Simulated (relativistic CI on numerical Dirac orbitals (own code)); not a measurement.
**Sensitivity of the levels of Hf5+ to α and to the nuclear radius**

Method of calculation: Dirac-Coulomb-Breit CI, KLI orbitals optimised for each configuration, valence Slater integrals scaled by 0.85, P86 correlation energy added to each configuration, derivatives by finite differences, QED left out (own radial code, finite nucleus).

Configurations in the expansion (outside the closed core [Kr] 4d10): 4f13 5s2 5p6, 4f14 5s2 5p5, 4f13 5s2 5p5 5d, 4f12 5s2 5p6 5d, 4f12 5s2 5p6 6s, 4f14 5s2 5p4 5d, 4f13 5s2 5p5 5f, 4f13 5s 5p6 5d. Levels of other configurations are missing.

With x = (α/α₀)² − 1 an excitation energy changes as ω = ω₀ + qx; K = 2q/ω₀ is the relative enhancement. Terms are leading LS components, so labels can repeat. The field-shift factor is F = δν/δ⟨r²⟩ for the transition from the lowest level.

Lowest level 4f13 5s2 5p6 2F°_7/2.

```
                  Level  ω₀ (cm⁻¹)  q (cm⁻¹)       K  F (GHz/fm²)
   4f13 5s2 5p6 2F°_5/2    13282.4     12030    1.81        0.656
   4f14 5s2 5p5 2P°_3/2   118053.0     64810     1.1        -15.1
   4f14 5s2 5p5 2P°_1/2   184573.1    148800    1.61        -25.8
 4f12 5s2 5p6 5d 4F_9/2   204370.6    -63130  -0.618         23.8
4f12 5s2 5p6 5d 2K_15/2   209020.1    -63630  -0.609         23.9
4f12 5s2 5p6 5d 4G_11/2   209950.7    -62590  -0.596         23.9
 4f12 5s2 5p6 5d 4F_7/2   212157.0    -59750  -0.563         24.1
4f12 5s2 5p6 5d 4H_13/2   213554.1    -62820  -0.588         23.9
4f12 5s2 5p6 5d 4K_17/2   214281.1    -57120  -0.533         24.5
 4f12 5s2 5p6 5d 2F_5/2   215949.6    -63760   -0.59           24
 4f12 5s2 5p6 5d 4G_9/2   216624.2    -61460  -0.567         24.1
4f12 5s2 5p6 5d 2H_11/2   217004.2    -61940  -0.571         24.1
 4f12 5s2 5p6 5d 4F_7/2   218229.1    -58320  -0.534         24.2
4f12 5s2 5p6 5d 4H_13/2   219424.0    -55390  -0.505         24.5
 4f12 5s2 5p6 5d 4G_9/2   219491.3    -57180  -0.521         24.2
4f12 5s2 5p6 5d 4I_15/2   219540.6    -56840  -0.518         24.5
4f12 5s2 5p6 5d 2H_11/2   220779.9    -57900  -0.524         24.4
 4f12 5s2 5p6 5d 4F_5/2   221651.8    -49960  -0.451         24.7
 4f12 5s2 5p6 5d 2F_7/2   221884.6    -54980  -0.496         24.4
4f12 5s2 5p6 5d 2I_13/2   222237.6    -53960  -0.486         24.5
 4f12 5s2 5p6 5d 2D_3/2   223556.0    -55310  -0.495         24.6
4f12 5s2 5p6 5d 4G_11/2   223744.4    -56200  -0.502         24.6
 4f12 5s2 5p6 5d 2F_5/2   224675.7    -55010   -0.49         24.5
```

At this charge configurations can still be misplaced by up to about 7 % of their energy. Levels and lines within the n = 5 or 6 shells can be off by up to 10 % or somewhat more, and those that change n by about 2 %, since core polarisation is missing. Levels that differ in their count of f electrons can be misplaced by several ten thousand cm⁻¹, since the correlation energy of f electrons is missing or only estimated; rates across such gaps can be off by orders of magnitude.
